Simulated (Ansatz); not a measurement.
SnO, closed-shell singlet (the spin of the measured ground state), most abundant isotopes (15.9949 and 119.9022 u). Constants from fifth-degree fits in 1/R to seven points on the lowest solution found; no spin–orbit coupling, no relativity up to Kr; ω_e x_e and α_e move by some per cent with the fit.

Correlated levels freeze the inner cores; with def2 sets outer-core shells near the valence are correlated too. CBS(a, b) extrapolates the correlation energy as X⁻³ and adds the Hartree–Fock energy of set b.

Run with Ansatz (Gaussian orbitals). Each number belongs to the level named beside it. In def2 rows elements past Kr take small-core potentials, without spin–orbit coupling.

At CCSD(T)/CBS(def2-TZVPP, def2-QZVPP): B₀ = 0.35606 cm⁻¹, fundamental 832 cm⁻¹.

**Question.** Taking the state as ¹Σ, work out the ideal-gas entropy and heat capacity at 298.15 K and 1 bar (rigid rotor, harmonic oscillator at the fundamental, no nuclear spin).

**Answer.** 
Translation: S = R(1.5 ln M + 2.5 ln T − 1.1517) with M = 135.897 u gives 170.11 J/(mol K). Rotation: q = kT/(σhcB₀) = 582.0 with σ = 1 and hc/k = 1.43878 cm K, S = R(ln q + 1) = 61.25. Vibration: u = hcν/kT = 4.014, S = R(u/(eᵘ − 1) − ln(1 − e⁻ᵘ)) = 0.77. Sum S° = 232.1 J/(mol K). C_p = 7R/2 + R u² eᵘ/(eᵘ − 1)² = 31.61 J/(mol K).

Doubts at one or more of the structures used: a restricted determinant that unrestricted orbitals would lower (CCSD(T)/CBS(def2-TZVPP, def2-QZVPP)).

Ansatz is a first-principles code.
